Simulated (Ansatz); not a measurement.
Cost and result up the ladder for HfS₂ (3 atoms). The state is a singlet with charge 0. Geometry: PBE0-D4/def2-TZVP.

```xyz
3

Hf    0.424    0.737   -1.130
S     0.682   -0.894    0.558
S    -1.106    0.156    0.572
```

Ansatz on 4 threads of AMD EPYC 9R45 on a shared host. Times are rough, and most runs start from the orbitals of an earlier one. No level here is sound enough to serve as a yardstick. Binding counts from free atoms at the same level (Hf triplet, S triplet; other spins of the atoms weren't run), without zero-point energy or a counterpoise term.

In the def2 sets Hf takes a core potential; there is no spin–orbit coupling. B3LYP takes the VWN-RPA correlation. No other spin state of charge 0 was run. Another isomer (singlet) lies 1.38 eV lower at PBE0-D4/def2-TZVP; other spin states weren't run for this one.

Run but left out: CCSD(T)/def2-TZVPP (restricted singlet, unstable towards broken spin symmetry).

```
                         level  functions  wall time  binding energy per atom (eV)                        remarks
             PBE0-D4/def2-TZVP        114      0.4 s                          3.09  restricted SCF unstable in HF
            B3LYP-D4/def2-TZVP        114      0.4 s                          2.97  restricted SCF unstable in HF
PBE-D4/def2-TZVP (with forces)        114     0.45 s                          3.30  restricted SCF unstable in HF
           r2SCAN-D4/def2-TZVP        114      0.8 s                          3.11  restricted SCF unstable in HF
              B97M-V/def2-TZVP        114      1.2 s                          3.10  restricted SCF unstable in HF
```
